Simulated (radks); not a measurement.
Spherical quantum dot in the effective-mass picture: electrons in a parabolic well V = omega^2 r^2 / 2 with omega = 4.92, with a point charge +2 (a donor) at the centre, all in effective atomic units (hartree* = m*/eps^2 hartree, bohr* = eps/m* bohr), one dielectric constant everywhere. Method: non-relativistic Kohn-Sham, LDA (Slater exchange, Perdew-Wang correlation), spin-polarised, spherical densities; computed with a radial shooting solver with Libxc functionals. Levels are named by radial order and angular momentum (1s, 1p, 1d, 2s, ...), and open shells are averaged over m.

N = 11, configuration 1s2 1p6 1d(up 1, down 0) 2s2. This is the lowest configuration that the search found. Occupied and some empty levels:

| level | occupation | eigenvalue (hartree*) | <r> (bohr*) |
|---|---|---|---|
| 1s up | 1 | 16.591 | 0.4904 |
| 1s down | 1 | 16.628 | 0.4891 |
| 1p up | 3 | 21.637 | 0.7244 |
| 1p down | 3 | 21.699 | 0.7237 |
| 2s up | 1 | 24.969 | 0.7788 |
| 2s down | 1 | 25.020 | 0.7797 |
| 1d up | 1 | 25.946 | 0.8696 |
| 1d down | 0 | 26.014 | 0.8698 |
| 1f up | 0 | 30.265 | 0.9850 |
| 2p up | 0 | 30.283 | 0.9076 |
| 2p down | 0 | 30.328 | 0.9083 |
| 1f down | 0 | 30.331 | 0.9856 |
| 1g up | 0 | 34.662 | 1.085 |
| 1g down | 0 | 34.723 | 1.085 |

Energy (hartree*): total 165.987, kinetic 64.712, external 35.930, Hartree 76.808, exchange-correlation -11.463.
